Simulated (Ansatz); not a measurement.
GeH2S (SMILES [SH][GeH]) moved off its minimum; all values from Ansatz (an electronic-structure program), cores frozen in correlated methods.
(charge 0, multiplicity 1)
```xyz
4

Ge     0.21396    -0.53284     0.52469
H      0.71161    -1.49493    -0.76521
S     -0.29338     1.06075    -0.92807
H     -0.84642     1.98554    -0.10521
```

Forces at wB97M-V/def2-TZVPP (eV/Å):

```csv
atom,Fx,Fy,Fz
Ge1,0.210,-0.510,-0.796
H2,-0.284,0.688,0.834
S3,-0.179,0.173,0.023
H4,0.253,-0.350,-0.060
```

Question: Give the forces (eV/Å), the total energy and the dipole at CCSD(T)/def2-TZVPPD.

Answer: 
```csv
atom,Fx,Fy,Fz
Ge1,0.243,-0.660,-0.498
H2,-0.236,0.589,0.735
S3,-0.253,0.403,-0.181
H4,0.245,-0.332,-0.056
```
Energy -2474.4051 hartree, dipole 1.08 D.
